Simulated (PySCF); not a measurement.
## Electric field gradients and quadrupole coupling constants

C4H13FN2Si.
Geometry (GFN2-xTB, Å), atoms numbered from 1 in this order:
```
atom  x, y, z in Å
C1    -1.3152   -0.8514    0.8338
C2    -1.3476   -0.1778   -0.5341
C3    -2.7025    0.4796   -0.7801
C4    -0.2255    0.8657   -0.6529
N5     1.0911    0.2913   -0.5622
Si6    2.2251    0.5402    0.6814
N7     3.5356   -0.5133    0.3330
F8     2.8772    2.0169    0.6116
H9    -1.4994   -0.1192    1.6168
H10   -0.3424   -1.3043    1.0084
H11   -2.0777   -1.6245    0.8983
H12   -1.1818   -0.9416   -1.3037
H13   -2.7361    0.9354   -1.7669
H14   -2.8871    1.2531   -0.0380
H15   -3.4998   -0.2569   -0.7149
H16   -0.3320    1.3937   -1.6102
H17   -0.3281    1.6010    0.1468
H18    1.2804   -0.3804   -1.2880
H19    1.6288    0.5263    2.0129
H20    4.4315   -0.2687    0.7200
H21    3.3967   -1.5073    0.3873
```

Field gradients from the PBE0/pcSseg-1 density (PySCF, non-relativistic), principal values in atomic units, ordered |Vxx| ≤ |Vyy| ≤ |Vzz|:

| atom | Vxx | Vyy | Vzz |
| --- | --- | --- | --- |
| N5 | 0.3194 | 0.6924 | -1.0118 |
| N7 | 0.2935 | 0.6209 | -0.9144 |

**Question.** Find the asymmetry η = (Vxx − Vyy)/Vzz and the couplings χ = eQV/h (234.96 MHz × Q in barn × V in au), with Q(14N) = 0.02044 b.

**Answer.** 
```json
{"atom": "N5", "environment": "silicon-bound nitrogen", "nucleus": "14N", "η": "0.37", "χzz (MHz)": "-4.859", "χxx (MHz)": "1.534", "χyy (MHz)": "3.325"}
{"atom": "N7", "environment": "silicon-bound nitrogen", "nucleus": "14N", "η": "0.36", "χzz (MHz)": "-4.392", "χxx (MHz)": "1.410", "χyy (MHz)": "2.982"}
```

**Question.** What is Vzz at N5 in SI units (1 au = 9.71736 × 10²¹ V/m²)?

**Answer.** -1.0118 au = -9.832 × 10²¹ V/m².

**Question.** And the gradient at the other heavy atoms, for which no coupling is worked out here?

**Answer.** 
```json
{"atom": "C1", "environment": "methyl carbon", "Vzz (au)": "0.045", "η": "0.44"}
{"atom": "C2", "environment": "sp3 CH carbon", "Vzz (au)": "-0.020", "η": "0.50"}
{"atom": "C3", "environment": "methyl carbon", "Vzz (au)": "0.040", "η": "0.07"}
{"atom": "C4", "environment": "sp3 carbon bound to nitrogen", "Vzz (au)": "0.226", "η": "0.23"}
{"atom": "Si6", "environment": "fluorine-bound silicon", "Vzz (au)": "0.510", "η": "0.74"}
{"atom": "F8", "environment": "silicon-bound fluorine", "Vzz (au)": "1.179", "η": "0.17"}
```

**Question.** What couplings would deuterons (Q(2H) = 0.00286 b) have in place of the hydrogens, at this geometry?

**Answer.** 
| atom | bonded to | bond length (Å) | Vzz (au) | η | χzz (kHz) |
| --- | --- | --- | --- | --- | --- |
| H9 | C1 | 1.088 | 0.3153 | 0.02 | 212 |
| H10 | C1 | 1.087 | 0.3174 | 0.01 | 213 |
| H11 | C1 | 1.088 | 0.3165 | 0.02 | 213 |
| H12 | C2 | 1.097 | 0.2948 | 0.01 | 198 |
| H13 | C3 | 1.088 | 0.3160 | 0.02 | 212 |
| H14 | C3 | 1.088 | 0.3150 | 0.02 | 212 |
| H15 | C3 | 1.087 | 0.3165 | 0.02 | 213 |
| H16 | C4 | 1.098 | 0.2891 | 0.04 | 194 |
| H17 | C4 | 1.091 | 0.2995 | 0.08 | 201 |
| H18 | N5 | 1.007 | 0.4260 | 0.18 | 286 |
| H19 | Si6 | 1.459 | 0.1608 | 0.02 | 108 |
| H20 | N7 | 1.006 | 0.4317 | 0.16 | 290 |
| H21 | N7 | 1.005 | 0.4357 | 0.16 | 293 |

Geometry: GFN2-xTB, one conformer, isolated molecule. GFN2-xTB bond lengths can be off by several hundredths of an ångström, more for odd bonds, and the gradients follow them. With a basis this small, the couplings can be 20 % off.

These values come from a run that also computed NMR shieldings. Hardware: Arm Neoverse V2, one thread, shared host. Cost: 37 s of wall time (with the writing of density and orbital grids), 1.0 GiB resident at most.
